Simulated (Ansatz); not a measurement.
Consider the atomization: `[NH2][Al]([OH])[CH]=O` → Al• + C• + 4 H• + N• + 2 O•.

Computed with Ansatz on PBE0-D4/def2-TZVP structures; ΔE is electronic, products minus reactants. CCSD(T)/CBS adds triple-zeta CCSD(T) − MP2 to the extrapolated MP2 energy (def2 sets, frozen cores). This one scheme is used for every species, atoms too. Functionals use def2-TZVPP. No spin–orbit coupling; open shells (•) take unrestricted orbitals. Spin–orbit coupling would lower the free atoms: a little for Al, C, O. One conformer a species, not always the lowest.

```
                species  PBE0-D4 energy (Eh)
`[NH2][Al]([OH])[CH]=O`           -487.94961
                    Al•           -242.24899
                     C•            -37.80537
                     H•             -0.50104
                     N•            -54.54382
                     O•            -75.01860
```

(1) Work out ΔE.

Largest T1 diagnostic among the species: 0.018.

Results:

(1) ΔE = 4 × (-0.50104) + 2 × (-75.01860) + (-242.24899) + (-37.80537) + (-54.54382) − (-487.94961) = 1.31007 Eh = +822.1 kcal/mol. CCSD(T)/CBS gives +830.9 kcal/mol.

From PBE to PBE0 (25 % exact exchange), in def2-TZVPP and without D4, ΔE moves by −27.8 kcal/mol: exact exchange takes away binding that semilocal exchange gives to molecules. In def2-TZVPP, CCSD(T) changes the Hartree–Fock value by +246.5 kcal/mol (the triples alone add +16.3 kcal/mol) and MP2 by +271.6 kcal/mol; breaking electron pairs costs correlation energy, which Hartree–Fock lacks.

For atomizations the MP2-based limit and the directly extrapolated one differ by several kJ/mol either way, and by 10 to 25 for some Ge, Se and Sn compounds, so smaller differences from it don't rank the levels.
